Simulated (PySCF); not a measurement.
Cl3H3HfO2, SMILES [OH][Hf](<-[OH2])([Cl])([Cl])[Cl], multiplicity 1.

Coordinates come from a PBE0-D3(BJ)/def2-SVP optimisation. The multiplicity is an assumed one; other spin states were not compared. The def2 effective core potentials stand for the cores of Hf; spin–orbit coupling is left out. Other conformers were not sampled.

Calculation: PBE/def2-TZVP run with PySCF.

Gas-phase values at a fixed geometry.

| Quantity | Value |
|---|---|
| total energy | -1580.62093 hartree |
| point group | Cs |
| highest occupied level | -7.27 eV |
| lowest empty level | -2.23 eV |
| orbital gap | 5.03 eV |
| dipole moment | 0.987 e·Å |
| quadrupole, principal values (traceless, Buckingham form, about the centre of nuclear charge) | -13.53, 0.47, 13.06 D·Å |
| mean static polarisability | 88.8 bohr³ (13.15 Å³) |
| polarisability, principal values | 77.8, 94.1, 94.4 bohr³ |
